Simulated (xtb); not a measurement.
Si(H)(Br)(NH2)2 (BrH₅N₂Si), SMILES N[SiH](N)Br. All values are semi-empirical tight-binding results from xtb (GFN2-xTB unless named), good for trends rather than for accurate numbers. Geometry optimised at GFN2-xTB. This is a generated structure with no PubChem entry under its InChIKey; it may be hypothetical. Other conformers were not sampled.

Optimised geometry:

```xyz
9

Si    -0.4332    -0.5580     0.7337
N     -1.4765    -1.4125    -0.3194
N      0.7093    -1.7014     1.2909
Br     0.3973     1.0407    -0.5897
H     -0.9522     0.1456     1.8951
H     -2.0774    -0.9062    -0.9485
H     -1.9296    -2.2444     0.0166
H      1.0768    -2.3850     0.6502
H      1.4113    -1.4239     1.9545
```
Charge 0, spin multiplicity 1.

Question: Estimate the properties. (Estimate from the structure and the level; the computed values follow.)

Answer: 
orbital gap: 6.42 eV
zero-point energy: 38.1 kcal/mol
G − E(el) at 298.15 K (modified RRHO): 18.5 kcal/mol
static polarisability (D4 model): 70.0 bohr³
solvation energy, GFN2-xTB/ALPB(water): -5.5 kcal/mol
solvation energy, GFN2-xTB/ALPB(thf): -7.4 kcal/mol

Question: Give the atomic charges and the Wiberg bond orders between heavy atoms. (An estimate is asked for; the answer gives what the named calculation found.)

Answer: charges (e) Si1 0.54, N2 -0.40, N3 -0.41, Br4 -0.27, H5 -0.08, H6 0.16, H7 0.15, H8 0.16, H9 0.15. Bond orders Si1–N2 1.15, Si1–N3 1.13, Si1–Br4 0.98.
